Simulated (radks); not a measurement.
Re3+, configuration [Xe] 4f14 5d4.

Method: Dirac Kohn-Sham, PBE, spin-unpolarised, spherical densities, finite nucleus; open shells are shared between the two j in proportion to 2j + 1; Fermi nuclear charge, rms radius 5.3698 fm; computed with a radial shooting solver on a logarithmic mesh with Libxc functionals.

Energy parts (eV):
part                       energy
total                  -454784.43
kinetic                 514031.55
electron-nucleus      -1135378.75
Hartree                 175597.75
exchange-correlation     -9034.97

Orbitals (lengths in bohr, moments of r in powers of bohr):
| orbital | occ. | eigenvalue (eV) | <r> | <r^4> |
|---|---|---|---|---|
| 1s1/2 | 2 | -71562.33 | 0.01804 | 5.462e-07 |
| 2s1/2 | 2 | -12424.28 | 0.07559 | 0.00008127 |
| 2p1/2 | 2 | -11892.11 | 0.06246 | 0.00004880 |
| 2p3/2 | 4 | -10452.49 | 0.07054 | 0.00007195 |
| 3s1/2 | 2 | -2899.277 | 0.1969 | 0.002993 |
| 3p1/2 | 2 | -2661.134 | 0.1870 | 0.002634 |
| 3p3/2 | 4 | -2348.498 | 0.2019 | 0.003510 |
| 3d3/2 | 4 | -1947.628 | 0.1765 | 0.002372 |
| 3d5/2 | 6 | -1879.761 | 0.1811 | 0.002588 |
| 4s1/2 | 2 | -628.6917 | 0.4405 | 0.06979 |
| 4p1/2 | 2 | -529.2224 | 0.4450 | 0.07590 |
| 4p3/2 | 4 | -456.2928 | 0.4784 | 0.1011 |
| 4d3/2 | 4 | -292.7831 | 0.4934 | 0.1282 |
| 4d5/2 | 6 | -279.3064 | 0.5047 | 0.1402 |
| 4f5/2 | 6 | -73.5242 | 0.5753 | 0.3811 |
| 4f7/2 | 8 | -71.0096 | 0.5839 | 0.4076 |
| 5s1/2 | 2 | -114.7496 | 1.034 | 2.104 |
| 5p1/2 | 2 | -84.5437 | 1.130 | 3.142 |
| 5p3/2 | 4 | -73.4001 | 1.226 | 4.370 |
| 5d3/2 | 1.6 | -33.7034 | 1.653 | 16.83 |
| 5d5/2 | 2.4 | -32.5937 | 1.698 | 18.72 |

The highest occupied level is 5d5/2 at -32.594 eV. The electron density at the nucleus is 1.547e+06 e/bohr^3. For comparison, the ionisation energy in NIST's Atomic Spectra Database is 39 eV (theoretical). In exact Kohn-Sham theory the highest level is minus the ionisation energy, but local and semilocal functionals leave it too shallow, through self-interaction and a potential that decays too fast; potentials with the right tail come closer.

Beside tabulated values, note that spin-unpolarised runs miss the spin-polarisation part of the exchange energy of open shells.
